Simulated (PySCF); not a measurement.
NICS in isomers of C9H12O.

Probes without a nucleus sit at each ring's centroid and 1 Å off its mean plane on both sides; NICS is minus the shielding there, NICSzz its component along the normal. Level: GIAO PBE0/pcSseg-1 (PySCF, non-relativistic, gas phase) on the GFN2-xTB geometries, one conformer each. Atom numbers follow the mapped SMILES.

Task: Order these rings by mean NICS(1)zz, lowest (most negative) first (ppm).
A. ring C2–C3–C4–C6 in `[CH2:1]=[C:2]1[CH:3]=[C:4]([CH3:5])/[C:6]1=[CH:7]/[CH2:8][O:9][CH3:10]`
B. ring C5–C6–C7 in `[CH3:1][O:2][C:3]1=[CH:4][C:5]2([CH2:6][CH2:7]2)[C:8]([CH3:9])=[CH:10]1`
C. ring C5–C6–C7–C8–C9–C10 in `[CH3:1][CH2:2][CH2:3][O:4][c:5]1[cH:6][cH:7][cH:8][cH:9][cH:10]1`
D. ring C4–C5–C6–C7–C8 in `[CH:1]#[C:2]/[CH:3]=[C:4]1\[CH2:5][CH2:6][CH2:7][C@H:8]1[CH2:9][OH:10]`
E. ring C2–C3–C4–C5–C10 in `[O:1]=[C:2]1[CH:3]=[CH:4][C@@H:5]([CH:6]2[CH2:7][CH2:8][CH2:9]2)[CH2:10]1`

Result: C (-27.6), B (-22.4), E (-4.5), D (-2.5), A (3.5).

```json
{"SMILES": "CCCOc1ccccc1", "ring": "6-membered carbocycle; formal bonds all aromatic", "NICS(0)": "-9.4", "NICS(1)": "-11.2", "NICS(1)zz": "-27.6", "HOMA": "0.99", "rms pucker (Å)": "0.00", "ring atoms with four or more neighbours": "0"}
{"SMILES": "COC1=CC2(CC2)C(C)=C1", "ring": "3-membered carbocycle; formal bonds all single", "NICS(0)": "-42.4", "NICS(1)": "-7.4", "NICS(1)zz": "-22.4", "HOMA": "–", "rms pucker (Å)": "0.00", "ring atoms with four or more neighbours": "3"}
{"SMILES": "O=C1C=C[C@@H](C2CCC2)C1", "ring": "5-membered carbocycle; formal bonds 1 double, 4 single", "NICS(0)": "1.4", "NICS(1)": "-3.4", "NICS(1)zz": "-4.5", "HOMA": "–", "rms pucker (Å)": "0.03", "ring atoms with four or more neighbours": "2"}
{"SMILES": "C#C/C=C1\\CCC[C@H]1CO", "ring": "5-membered carbocycle; formal bonds all single", "NICS(0)": "-3.3", "NICS(1)": "-3.7", "NICS(1)zz": "-2.5", "HOMA": "–", "rms pucker (Å)": "0.17", "ring atoms with four or more neighbours": "4"}
{"SMILES": "C=C1C=C(C)/C1=C/COC", "ring": "4-membered carbocycle; formal bonds 1 double, 3 single", "NICS(0)": "4.8", "NICS(1)": "-2.6", "NICS(1)zz": "3.5", "HOMA": "-0.86", "rms pucker (Å)": "0.00", "ring atoms with four or more neighbours": "0"}
```

NICS(0) gives another order. The isotropic NICS(1) gives another order. HOMA uses Krygowski's 1993 parameters; it is left out where a ring has a four-coordinate atom, a triple bond, no multiple bond or a kind of bond without parameters. NICS(1) and NICS(1)zz are means over the two faces.
